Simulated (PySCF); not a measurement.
TaF4Br, SMILES [Br][Ta]([F])([F])([F])[F], multiplicity 1. Atoms are numbered in the order given.

```xyz
6

Ta     0.0000     0.0000    -0.4536
F      0.0000    -1.8363    -0.8994
F      0.0000     1.8363    -0.8994
F      1.7687     0.0000    -1.0958
F     -1.7687     0.0000    -1.0958
Br     0.0000     0.0000     1.9722
```
Charge 0, spin multiplicity 1.

The structure is a stationary point at PBE-D3(BJ)/def2-SVP. The multiplicity is an assumed one; other spin states were not compared. The def2 effective core potentials stand for the cores of Ta; spin–orbit coupling is left out.

Level of theory: TDDFT-PBE/def2-SVPD in PySCF.

Vertical excitations. Gas-phase values at a fixed geometry. State labels are in the subgroup C2v.

```json
[
 {"state": "S1", "symmetry": "A2", "energy (eV)": "5.07", "λ (nm)": "245", "f": "0.000", "main pairs": "HOMO−1→LUMO 94 %"},
 {"state": "S2", "symmetry": "A1", "energy (eV)": "5.25", "λ (nm)": "236", "f": "0.005", "main pairs": "HOMO→LUMO 66 %, HOMO−1→LUMO+1 32 %"},
 {"state": "S3", "symmetry": "A2", "energy (eV)": "5.27", "λ (nm)": "235", "f": "0.000", "main pairs": "HOMO→LUMO+1 94 %"},
 {"state": "S4", "symmetry": "B1", "energy (eV)": "5.29", "λ (nm)": "234", "f": "0.001", "main pairs": "HOMO→LUMO+2 100 %"},
 {"state": "S5", "symmetry": "B2", "energy (eV)": "5.36", "λ (nm)": "231", "f": "0.001", "main pairs": "HOMO−1→LUMO+2 99 %"},
 {"state": "S6", "symmetry": "B2", "energy (eV)": "5.76", "λ (nm)": "215", "f": "0.000", "main pairs": "HOMO→LUMO+3 99 %"},
 {"state": "S7", "symmetry": "B1", "energy (eV)": "5.84", "λ (nm)": "212", "f": "0.000", "main pairs": "HOMO−1→LUMO+3 99 %"},
 {"state": "S8", "symmetry": "B1", "energy (eV)": "5.97", "λ (nm)": "208", "f": "0.001", "main pairs": "HOMO−2→LUMO 99 %"},
 {"state": "S9", "symmetry": "A1", "energy (eV)": "6.04", "λ (nm)": "205", "f": "0.111", "main pairs": "HOMO−1→LUMO+1 56 %, HOMO→LUMO 25 %, HOMO−3→LUMO+3 14 %"},
 {"state": "S10", "symmetry": "B2", "energy (eV)": "6.21", "λ (nm)": "200", "f": "0.000", "main pairs": "HOMO−2→LUMO+1 100 %"},
 {"state": "T1", "symmetry": "A1", "energy (eV)": "4.70", "λ (nm)": "264", "f": "0", "main pairs": "HOMO→LUMO 95 %"},
 {"state": "T2", "symmetry": "A2", "energy (eV)": "4.90", "λ (nm)": "253", "f": "0", "main pairs": "HOMO−1→LUMO 84 %, HOMO→LUMO+1 16 %"},
 {"state": "T3", "symmetry": "A1", "energy (eV)": "5.01", "λ (nm)": "247", "f": "0", "main pairs": "HOMO−1→LUMO+1 95 %"},
 {"state": "T4", "symmetry": "A2", "energy (eV)": "5.15", "λ (nm)": "241", "f": "0", "main pairs": "HOMO→LUMO+1 84 %, HOMO−1→LUMO 16 %"}
]
```
Triplets are in the Tamm–Dancoff approximation, which puts them higher than full response would, so one can lie above its singlet here.
